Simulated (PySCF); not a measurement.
Gas-phase reaction: GaH + 2 HCl → GaCl2 + 3 H

Computed with PySCF and rigid-rotor harmonic-oscillator thermochemistry at 1 bar. † marks an energy on the PBE0/def2-TZVP geometry and frequencies. Open shells (unrestricted): GaCl2 (multiplicity 2), H (multiplicity 2); the rest are closed-shell singlets. Ga: all electrons, no relativistic terms. GaH, GaCl2: computed as isolated molecules; such fragments, hydroxides, amides, oligomers or adducts are transient or little studied in the gas.

BLYP/def2-TZVP† gives ΔH°(298 K) = 476 kJ.

Q: What do LDA/def2-TZVP†, ωB97M-V/def2-TZVP†, PBE0/def2-SVP† give?

A: LDA/def2-TZVP†: 477 kJ; ωB97M-V/def2-TZVP†: 460 kJ; PBE0/def2-SVP†: 410 kJ. For scale, ΔH°(298 K) is 476 kJ at this level, 460 kJ at ωB97M-V/def2-TZVP†, and runs from 263 to 517 kJ over the 20 levels computed.
